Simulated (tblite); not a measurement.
Compound: C4H8NO2Si (doublet state).
Cartesian coordinates in Å at the GFN2-xTB level; atoms count from 1:
```
atom  x, y, z in Å
C1     2.3217   -0.3778    0.7251
N2     1.1086   -0.1864    0.4997
C3     0.6404   -0.0437   -0.8546
O4    -0.2246   -1.0819   -1.1754
C5    -1.2655   -1.3302   -0.2274
Si6   -2.1649    0.3043    0.1996
C7    -0.8328    1.6538   -0.0610
O8     0.1089    1.2247   -1.0474
H9     2.6387   -0.4805    1.7534
H10    3.0871   -0.4494   -0.0530
H11    1.4547   -0.1193   -1.5997
H12   -0.8332   -1.7827    0.6754
H13   -1.8944   -2.0791   -0.7104
H14   -2.6330    0.2945    1.5896
H15   -1.2159    2.5985   -0.4492
H16   -0.3032    1.8640    0.8784
```

Computed values, GFN2-xTB/tblite, gas phase, harmonic and unscaled. The method is semi-empirical: single wavenumbers can be off by several per cent or more. Modes of hydrogen on silicon can be 10 to 20 % off. One conformer, not necessarily the lowest. Open shells enter through the occupations alone, without spin polarisation, and single modes of such species can be off by tens of per cent.

Task: How many normal modes are there?

Result: 16 atoms, non-linear: 3N − 6 = 42.

Task: What is the point group of the computed structure, and how do the modes divide by symmetry?

Result: Cs. The vibrations span 25 a′ + 17 a″.

Task: How many distinct wavenumbers does the calculation give?

Result: 42: Cs has no degenerate species.

Task: How many fundamentals are allowed in the infrared by symmetry?

Result: 42 of 42: in Cs every mode is allowed. All fundamentals are allowed in the Raman spectrum.

Task: What zero-point energy do the modes add up to?

Result: ½Σν̃ = 25661 cm⁻¹ = 73.4 kcal/mol (42 modes); those above 1550 cm⁻¹ give 34.9 kcal/mol of it.
